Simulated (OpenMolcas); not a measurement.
## Tl+: effect of the IPEA shift

```
Program             : OpenMolcas
Basis               : ANO-R2 [8s7p5d3f1g]
Scalar Hamiltonian  : X2C, finite nucleus
Active space        : 2 electrons in 9 orbitals (RAS2 6s 6p; RAS3 6d, at most 2 electrons)
State averaging     : 2S+1 = 3 even, 3 roots; 2S+1 = 1 even, 7 roots; 2S+1 = 3 odd, 3 roots; 2S+1 = 1 odd, 3 roots
Spin-orbit coupling : state interaction with AMFI integrals over the reference wave functions, term energies averaged over their components
```

Methods on the same reference wave functions:
A. RASSCF
B. MS-RASPT2, IPEA 0 Eh, imaginary shift 0.1 Eh (closed shells correlated: 5d)
C. MS-RASPT2, IPEA 0.25 Eh, imaginary shift 0.1 Eh (closed shells correlated: 5d)

Energies in cm⁻¹ above 6s² ¹S₀, the measured ground level; measured values from NIST Handbook of Basic Atomic Spectroscopic Data.

```json
{"Level": "6s² ¹S₀", "A": "0.0", "B": "0.0", "C": "0.0", "Measured": "0.0"}
{"Level": "6s 6p ³P°₀", "A": "43942", "B": "52040", "C": "51980", "Measured": "49451"}
{"Level": "6s 6p ³P°₁", "A": "46563", "B": "54520", "C": "54460", "Measured": "52394"}
{"Level": "6s 6p ³P°₂", "A": "53276", "B": "61380", "C": "61310", "Measured": "61728"}
{"Level": "6s 6p ¹P°₁", "A": "72763", "B": "74890", "C": "75060", "Measured": "75663"}
{"Level": "6p² ³P₀", "A": "114419", "B": "123050", "C": "123350", "Measured": ""}
```

Deviations, from unrounded energies. A percentage is the sum of absolute deviations over the sum of measured energies, with the sign that they share, or ± where signs differ.

```csv
Against measurement,Levels,A,B,C
mean absolute deviation (cm-1),4,5700,1500,1400
other configurations (%),4,-9.5,±2.4,±2.3
```

B, C lie about equally close to measurement and A furthest from it. The largest miss of C in the table is 6s 6p ³P°₀, by +2500 cm-1. The ranking rests on the paired levels alone, and a cruder setting can come out closer through cancelling errors.

Between B and C the level of the table that moves most is 6p² ³P₀, by 300 cm-1 (lowest in B, highest in C). Moves below CASPT2's spread within the term are not significant.

The lowest spin-free term lies below A's lowest term by 0.409 hartree in B, 0.406 hartree in C.

Active for correlation alone: 6d; no level in the range computed is led by a configuration that fills it, so any true level of that kind is missing. Spin-orbit splittings of 6p shells tend to come out small when the coupling is added on scalar orbitals. Some terms mix strongly with configurations of 6d, whose occupation reaches 0.17 (6p² ¹D) (holds for A). Computed and measured levels are paired by configuration, term and J; levels that our copy of the source lacks, or whose pairing is in doubt (as where it misses far off the trend of its configuration), stay unpaired and out of the deviations. Only configurations of the active space appear. Levels that lie high or do not pair safely by name in every column are left out.

° marks odd parity.
